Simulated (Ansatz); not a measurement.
`CCB(F)Br` → B• + Br• + 2 C• + F• + 5 H•  (atomization)

Program: Ansatz. Geometries: PBE0-D4/def2-TZVP. ΔE: electronic, gas phase. CBS: MP2 limit from def2 TZ/QZ plus the TZ coupled-cluster correction, frozen cores. This one scheme is used for every species, atoms too. Functionals use def2-TZVPP. B3LYP here is the variant with VWN-RPA as its local correlation; programs differ in this. No spin–orbit coupling; open shells (•) take unrestricted orbitals. Spin–orbit coupling would lower the free atoms: a little for B, C, F; clearly for Br. For Br outer-core shells are correlated without core-valence functions, so the limit isn't a true one: a few kJ/mol of doubt a bond, and 10 to 20 or more in all where bonds break to atoms. Scalar relativity is left out up to krypton. One conformer a species, not always the lowest.

```csv
level,ΔE (eV)
PBE-D4,41.90
B3LYP,40.64
```

**Question.** What does CCSD(T)/CBS give? (Estimate.)

**Answer.** Ansatz gave: +40.99 eV. The listed levels differ from it by 0.91, -0.35 eV.

Largest T1 diagnostic among the species: 0.014.

In def2-TZVPP, CCSD(T) changes the Hartree–Fock value by +8.66 eV (the triples alone add +0.54 eV) and MP2 by +9.54 eV; breaking electron pairs costs correlation energy, which Hartree–Fock lacks. From PBE to PBE0 (25 % exact exchange), in def2-TZVPP and without D4, ΔE moves by −0.56 eV: exact exchange takes away binding that semilocal exchange gives to molecules.

For atomizations the MP2-based limit and the directly extrapolated one differ by several kJ/mol either way, and by 10 to 25 for some Ge, Se and Sn compounds, so smaller differences from it don't rank the levels.
